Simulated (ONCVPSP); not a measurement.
**Logarithmic derivatives: scandium (Sc), ONCV**

| Item | Value |
| --- | --- |
| Element | Sc |
| Generator | ONCVPSP 4.0.1 |
| Type | optimised norm-conserving Vanderbilt (ONCV) |
| Functional | PBE |
| Relativity | non-relativistic |
| Frozen core | [Ne] |
| Valence charge | 11 |
| Reference configuration | 3s2 3p6 3d1 4s1 (charge +1) |
| Partial waves | 3s+4s: rc 1.95 bohr, ncon 4, nbas 7, qcut 5.7 1/bohr, 2 projectors; 3p: rc 1.10 bohr, ncon 4, nbas 9, qcut 9 1/bohr, 3 projectors, debl 2 Ha; 3d: rc 1.75 bohr, ncon 5, nbas 9, qcut 8.5 1/bohr, 2 projectors, debl 1.6 Ha |
| Local potential | polynomial inside 0.70 bohr (lpopt 1, dvloc0 3 Ha) |
| Core correction | Teter function, fcfact 2.75, rcfact 1.6 |

The phase is arctan(r·R′/R) of the radial function R(r), unwrapped; energies in Ha, scanned from -4 to 5 Ha. A pole is an energy at which the radial function vanishes at the test radius. The pseudo phase is shifted by a multiple of π to meet the all-electron one at the reference energy, and phase errors are pseudo minus all-electron; the curves can meet again beyond the range given. Levels narrower than the energy grid can be missing from the lists of poles.

| channel | radius (bohr) | reference energy (Ha) | poles, all-electron | poles, pseudo | unbroken range about the reference energy with phases within 0.05 rad | phase error 1 Ha above the reference energy (rad) |
| --- | --- | --- | --- | --- | --- | --- |
| s | 1.98 | -0.36 | -2.07, 3.56 | -2.07, 3.22 | below 3.6 | -0.004 |
| p | 1.12 | -1.49 | 2.66 | 2.66 | the whole range | +0.000 |
| d | 1.78 | -0.37 | 0.33 | 0.33 | the whole range | -0.000 |

Phases in the d channel:

| E (Ha) | all-electron | pseudo |
| --- | --- | --- |
| -3.98 | 1.306 | 1.306 |
| -3.50 | 1.280 | 1.280 |
| -3.02 | 1.245 | 1.245 |
| -2.54 | 1.194 | 1.194 |
| -2.06 | 1.115 | 1.114 |
| -1.58 | 0.963 | 0.963 |
| -1.10 | 0.571 | 0.571 |
| -0.62 | -0.554 | -0.554 |
| -0.14 | -1.306 | -1.306 |
| 0.34 | -1.573 | -1.573 |
| 0.82 | -1.744 | -1.744 |
| 1.30 | -1.938 | -1.938 |
| 1.78 | -2.312 | -2.313 |
| 2.26 | -3.251 | -3.252 |
| 2.74 | -4.060 | -4.061 |
| 3.22 | -4.355 | -4.356 |
| 3.70 | -4.490 | -4.491 |
| 4.18 | -4.570 | -4.570 |
| 4.66 | -4.624 | -4.625 |
